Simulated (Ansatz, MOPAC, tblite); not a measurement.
Potential energy curve for Hf(Cl)3(OH), HCl3HfO, SMILES [OH][Hf]([Cl])([Cl])[Cl]. The Hf1–O5 bond (Hf1 also carries Cl, Cl, Cl; O5 carries H) is stretched with both fragments frozen at the PBE0/def2-TZVP, def2 effective core potentials past Kr optimised geometry.

- PM6, restricted, heats of formation (MOPAC)
- GFN2-xTB, 300 K electronic temperature (tblite)
- UKS-B3LYP = unrestricted B3LYP/def2-TZVP, def2 effective core potentials past Kr in Ansatz (a program for electronic structure)
- UKS-PBE0 = unrestricted PBE0/def2-TZVP, def2 effective core potentials past Kr (Ansatz)
- RKS-B3LYP = restricted B3LYP/def2-TZVP, def2 effective core potentials past Kr (Ansatz)

Energies are in kcal/mol, each relative to the lowest point of its own curve near equilibrium.

```json
[
 {"R / Å": "1.55", "PM6": "45.5", "GFN2-xTB": "32.2", "UKS-B3LYP": "73.7", "UKS-PBE0": "69.4", "RKS-B3LYP": "73.7"},
 {"R / Å": "1.66", "PM6": "15.3", "GFN2-xTB": "8.4", "UKS-B3LYP": "28.2", "UKS-PBE0": "25.5", "RKS-B3LYP": "28.2"},
 {"R / Å": "1.79", "PM6": "1.0", "GFN2-xTB": "0.3", "UKS-B3LYP": "4.5", "UKS-PBE0": "3.5", "RKS-B3LYP": "4.5"},
 {"R / Å": "1.83", "PM6": "0.0", "GFN2-xTB": "0.0", "UKS-B3LYP": "1.6", "UKS-PBE0": "1.1", "RKS-B3LYP": "1.6"},
 {"R / Å": "1.88", "PM6": "0.5", "GFN2-xTB": "___", "UKS-B3LYP": "0.0", "UKS-PBE0": "0.0", "RKS-B3LYP": "0.0"},
 {"R / Å": "1.94", "PM6": "___", "GFN2-xTB": "1.8", "UKS-B3LYP": "0.5", "UKS-PBE0": "1.1", "RKS-B3LYP": "0.5"},
 {"R / Å": "2.02", "PM6": "9.8", "GFN2-xTB": "4.6", "UKS-B3LYP": "4.2", "UKS-PBE0": "5.5", "RKS-B3LYP": "4.2"},
 {"R / Å": "2.12", "PM6": "21.4", "GFN2-xTB": "9.1", "UKS-B3LYP": "12.1", "UKS-PBE0": "14.1", "RKS-B3LYP": "12.1"},
 {"R / Å": "2.30", "PM6": "47.7", "GFN2-xTB": "18.8", "UKS-B3LYP": "30.8", "UKS-PBE0": "33.9", "RKS-B3LYP": "30.8"},
 {"R / Å": "2.50", "PM6": "78.8", "GFN2-xTB": "___", "UKS-B3LYP": "53.2", "UKS-PBE0": "57.2", "RKS-B3LYP": "53.2"},
 {"R / Å": "2.78", "PM6": "117.6", "GFN2-xTB": "___", "UKS-B3LYP": "82.3", "UKS-PBE0": "87.1", "RKS-B3LYP": "82.3"},
 {"R / Å": "3.10", "PM6": "___", "GFN2-xTB": "73.0", "UKS-B3LYP": "109.4", "UKS-PBE0": "114.9", "RKS-B3LYP": "109.4"},
 {"R / Å": "3.44", "PM6": "___", "GFN2-xTB": "92.0", "UKS-B3LYP": "126.6", "UKS-PBE0": "131.0", "RKS-B3LYP": "131.1"},
 {"R / Å": "3.98", "PM6": "178.4", "GFN2-xTB": "—", "UKS-B3LYP": "132.3", "UKS-PBE0": "134.4", "RKS-B3LYP": "149.6"},
 {"R / Å": "4.61", "PM6": "184.0", "GFN2-xTB": "—", "UKS-B3LYP": "133.9", "UKS-PBE0": "134.7", "RKS-B3LYP": "158.2"},
 {"R / Å": "5.41", "PM6": "188.3", "GFN2-xTB": "—", "UKS-B3LYP": "134.6", "UKS-PBE0": "134.9", "RKS-B3LYP": "163.6"}
]
```

**Question.** Some entries are withheld; supply them.

**Answer.** 
- 1.88, GFN2-xTB: 0.4
- 1.94, PM6: 3.2
- 2.50, GFN2-xTB: 31.5
- 2.78, GFN2-xTB: 50.6
- 3.10, PM6: 150.4
- 3.44, PM6: 168.2

A dash means that the run gave no value there, or that the column was ended at a point which the program doubted or which failed a test of continuity chosen for this set; such a test can also cut sound points.

The restricted form behind PM6, RKS-B3LYP keeps the bonding electrons paired and can't separate into open-shell fragments. The unrestricted determinant behind UKS-B3LYP, UKS-PBE0 is spin-contaminated at 3.44 to 5.41 Å (<S²> up to 1.0, against 0.00 for a pure singlet).
